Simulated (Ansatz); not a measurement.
A run for Ansatz (an electronic-structure program): U-PBE0/def2-TZVPP on C4H5 (SMILES [CH]=CC=C).

Ansatz 0.2 input:
```yaml
crystal:
  periodic: [false, false, false]
  atoms:
    - {symbol: C, position_ang: [-1.85990856, -0.82396991, -0.26681120]}
    - {symbol: C, position_ang: [-0.58420816, -0.52891368, -0.35820669]}
    - {symbol: C, position_ang: [0.11544089, 0.46851193, 0.44134393]}
    - {symbol: C, position_ang: [1.41496036, 0.73835620, 0.31588221]}
    - {symbol: H, position_ang: [-2.56176416, -1.49509713, -0.73390186]}
    - {symbol: H, position_ang: [0.02530645, -1.06685098, -1.09223131]}
    - {symbol: H, position_ang: [-0.48241211, 1.00427948, 1.17054751]}
    - {symbol: H, position_ang: [2.03378290, 0.21715042, -0.40524062]}
    - {symbol: H, position_ang: [1.89870241, 1.48663368, 0.92861804]}
basis:
  gaussian:
    orbitals: def2-TZVPP
hamiltonian:
  xc: {name: PBE0}
magnetization: {spin_polarized: true, initial_magnetization: 1}
```

Question: What total energy does the run end on?

Answer: -155.1659 hartree.

Question: How many basis functions does it have, and what does it roughly cost on one machine?

Answer: 194 functions; roughly 7 core-seconds.
